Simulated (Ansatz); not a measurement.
C3H6FInO, SMILES `C=C[C](O)(F)[InH2]`, relaxed with RKS PBE0-D4/def2-TZVP in Ansatz from a GFN2-xTB geometry. The force threshold is 0.005 eV/Å; the program also tests the step.

Charge 0, multiplicity 1. In: def2 effective core potential.

Start:

```xyz
12

C     0.999    1.100    1.416
C    -0.161    0.876    0.810
C    -0.286    0.178   -0.473
O     0.783    0.208   -1.335
F    -1.423    0.709   -1.177
In   -0.782   -2.024   -0.643
H     1.932    0.790    0.972
H     1.052    1.584    2.375
H    -1.106    1.174    1.250
H     1.013    1.123   -1.560
H    -0.348   -2.728   -2.168
H    -1.673   -2.988    0.532
```

Problem. How much energy does the relaxation release, and in how many steps? (Estimate.)

Solution. Computed: 0.16 eV, in 35 steps, 4 of them rejected.

Problem. Which bonds change most? (Estimate.)

Solution. Computed: C3–In6 from 2.263 to 2.217 Å; In6–H12 from 1.762 to 1.724 Å; C3–F5 from 1.439 to 1.410 Å; In6–H11 from 1.735 to 1.720 Å.

Problem. Give the relaxed structure. (An estimate is asked.)

Solution. The calculation gave: 
```xyz
12

C     1.065    0.907    1.272
C    -0.145    0.711    0.756
C    -0.394    0.231   -0.623
O     0.627    0.492   -1.505
F    -1.570    0.859   -1.081
In   -0.778   -1.953   -0.612
H     1.964    0.739    0.688
H     1.193    1.226    2.299
H    -1.037    0.859    1.359
H     0.904    1.414   -1.388
H     0.347   -2.987   -1.402
H    -2.175   -2.499    0.237
```
